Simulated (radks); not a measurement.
Initial-state core-level shifts of the molybdenum ion Mo2+ when its valence configuration changes from [Kr] 4d4. All-electron calculation, Dirac Kohn-Sham, PBE, spin-unpolarised, spherical densities, point nucleus; open shells fill j = l - 1/2 first. Program: a radial shooting solver on a logarithmic mesh with Libxc functionals. Shifts are changes of the shell-averaged eigenvalues in eV (positive: less bound).

| valence | 1s | 3s | 3p | 4s |
|---|---|---|---|---|
| 4d3 5s1 | -4.294 | -4.471 | -4.472 | -3.989 |
| 4d3.5 5p0.5 | -2.641 | -2.730 | -2.730 | -2.505 |
| 4d3 5s0.5 5p0.5 | -4.839 | -5.019 | -5.019 | -4.528 |
| 4d3 5p1 | -5.380 | -5.562 | -5.562 | -5.061 |
| 4d2 5s0.5 5p1.5 | -10.587 | -10.951 | -10.950 | -9.759 |
| 4d2 5s1 5p1 | -10.060 | -10.419 | -10.419 | -9.244 |
| 4d2 5s2 | -8.990 | -9.341 | -9.342 | -8.199 |
| 4d2.5 5s1.5 | -6.595 | -6.860 | -6.861 | -6.072 |
| 4d2 5p2 | -11.108 | -11.478 | -11.477 | -10.268 |
